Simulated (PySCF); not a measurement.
Eu³⁺: ionisation energy

Eu³⁺ [Xe] 4f6 [4f5/2^6, M_J = 0] → Eu⁴⁺ [Xe] 4f5 [4f5/2^5, M_J = 5/2], as a difference of total energies. Computed with PySCF 2.14 in x2c-TZVPall-2c (11s11p10d4f1g, 131 functions), with the two-component X2C-1e Hamiltonian. Correlated levels: [Ar] 3d10 frozen; the 18 highest virtual spinors dropped. "Screened" scales the spin-orbit matrix elements by Boettger's factors to mimic the two-electron term; Breit and QED terms are absent.

```json
{"method": "GHF (spin-free)", "ionisation energy (eV)": "40.900"}
{"method": "GMP2 (spin-free)", "ionisation energy (eV)": "42.204"}
{"method": "GHF (screened spin-orbit)", "ionisation energy (eV)": "40.614"}
{"method": "GMP2 (screened spin-orbit)", "ionisation energy (eV)": "41.921"}
```

Q: How much does correlation contribute at GMP2 (screened spin-orbit)?

A: 41.921 − (40.614) = 1.307 eV, measured against GHF (screened spin-orbit).

The spin-free rows relax to the high-spin LS determinant and lack the spin-orbit shift.

The labels give the starting determinants; with spin-orbit coupling the two ends relaxed to ⟨J²⟩ = 5.43, ⟨L²⟩ = 11.87, ⟨S²⟩ = 11.86 and ⟨J²⟩ = 12.99, ⟨L²⟩ = 29.75, ⟨S²⟩ = 8.65.

The determinant of Eu³⁺ and of Eu⁴⁺ mixes levels of different J (the jj label is only the starting occupation), so the difference between spin-free and spin-orbit rows is not the physical spin-orbit shift.

For comparison: 42.94 ± 0.11 eV (semi-empirical (NIST evaluation); NIST Atomic Spectra Database, ionization energies).
